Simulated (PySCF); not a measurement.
Species: CH9BGe2O2.
Structure used (PBE0-D3(BJ)/def2-SVP), in Å, numbered top down from 1:
```
atom  x, y, z in Å
O1    -2.310    0.897    0.501
B2    -2.184   -0.456    0.595
O3    -2.996   -1.251    1.338
Ge4   -0.627   -1.306   -0.483
C5     0.812    0.021   -0.663
Ge6    1.634    0.493    1.043
H7    -3.025    1.284    1.020
H8    -3.703   -0.793    1.810
H9    -0.067   -2.569    0.207
H10   -1.092   -1.733   -1.895
H11    1.590   -0.345   -1.350
H12    0.373    0.931   -1.103
H13    0.558    0.973    2.038
H14    2.337   -0.737    1.653
H15    2.678    1.617    0.873
```

Level of theory: core-valence-separated Tamm–Dancoff BHandHLYP/aug-pcX-1 (pcseg-1 on H, def2-SVPD on Ge) in PySCF, non-relativistic, gas phase, PBE0-D3(BJ)/def2-SVP geometry. No shift to experiment was applied.

The lowest roots of each edge with f over 0.003 (five at most, numbered afresh; weaker and dark ones are left out), with transition dipoles (au) in the frame of the coordinates:

```tsv
root	edge	E (eV)	μx	μy	μz
1	C	285.55	0.0191	0.0345	-0.0443
2	C	285.72	0.0283	0.0407	0.0507
3	C	286.00	-0.0633	0.0162	-0.0011
4	C	286.09	0.0076	-0.0025	-0.0228
5	C	286.27	0.0008	-0.0393	0.0053
6	O	532.04	0.0275	-0.0198	-0.0174
7	O	532.05	-0.0349	0.0168	0.0231
8	O	532.62	-0.0237	-0.0056	-0.0321
9	O	532.67	-0.0236	-0.0049	-0.0342
10	O	535.01	-0.0116	0.0141	0.0131
11	B	188.78	0.0826	0.0150	0.1067
12	B	192.39	0.0170	0.0306	-0.0207
13	B	192.97	0.0257	-0.0146	-0.0166
14	B	193.21	0.0258	0.0022	0.0189
15	B	193.30	0.0525	-0.0411	-0.0435
```

What are the oscillator strengths?

f = (2/3) ΔE |μ|², with ΔE in hartree (27.2114 eV):

```json
{"root": "1", "ΔE (Eh)": "10.4939", "|μ|² (au)": "0.003518", "f": "0.025", "core hole on": "C5"}
{"root": "2", "ΔE (Eh)": "10.4999", "|μ|² (au)": "0.005028", "f": "0.035", "core hole on": "C5"}
{"root": "3", "ΔE (Eh)": "10.5102", "|μ|² (au)": "0.004271", "f": "0.030", "core hole on": "C5"}
{"root": "4", "ΔE (Eh)": "10.5135", "|μ|² (au)": "0.000584", "f": "0.004", "core hole on": "C5"}
{"root": "5", "ΔE (Eh)": "10.5202", "|μ|² (au)": "0.001573", "f": "0.011", "core hole on": "C5"}
{"root": "6", "ΔE (Eh)": "19.5522", "|μ|² (au)": "0.001451", "f": "0.019", "core hole on": "O1/O3"}
{"root": "7", "ΔE (Eh)": "19.5526", "|μ|² (au)": "0.002034", "f": "0.027", "core hole on": "O1/O3"}
{"root": "8", "ΔE (Eh)": "19.5735", "|μ|² (au)": "0.001623", "f": "0.021", "core hole on": "O3"}
{"root": "9", "ΔE (Eh)": "19.5752", "|μ|² (au)": "0.001751", "f": "0.023", "core hole on": "O1"}
{"root": "10", "ΔE (Eh)": "19.6612", "|μ|² (au)": "0.000505", "f": "0.007", "core hole on": "O1"}
{"root": "11", "ΔE (Eh)": "6.9374", "|μ|² (au)": "0.018433", "f": "0.085", "core hole on": "B2"}
{"root": "12", "ΔE (Eh)": "7.0703", "|μ|² (au)": "0.001654", "f": "0.008", "core hole on": "B2"}
{"root": "13", "ΔE (Eh)": "7.0914", "|μ|² (au)": "0.001149", "f": "0.005", "core hole on": "B2"}
{"root": "14", "ΔE (Eh)": "7.1003", "|μ|² (au)": "0.001028", "f": "0.005", "core hole on": "B2"}
{"root": "15", "ΔE (Eh)": "7.1036", "|μ|² (au)": "0.006338", "f": "0.030", "core hole on": "B2"}
```

Molecules are fixed in this frame and the field points along z. What effective strengths 3 f cos²θ do the roots have (θ between field and μ)?

root 1 (C5): 0.041, root 2 (C5): 0.054, root 3 (C5): 0.000, root 4 (C5): 0.011, root 5 (C5): 0.001, root 6 (O1/O3): 0.012, root 7 (O1/O3): 0.021, root 8 (O3): 0.040, root 9 (O1): 0.046, root 10 (O1): 0.007, root 11 (B2): 0.158, root 12 (B2): 0.006, root 13 (B2): 0.004, root 14 (B2): 0.005, root 15 (B2): 0.027. Root 11 is the strongest. Averaged over all orientations cos²θ is 1/3, which gives f back.

 Relativistic effects, spin–orbit coupling among them, are left out although an element past zinc is present.

One conformer stands for the species.
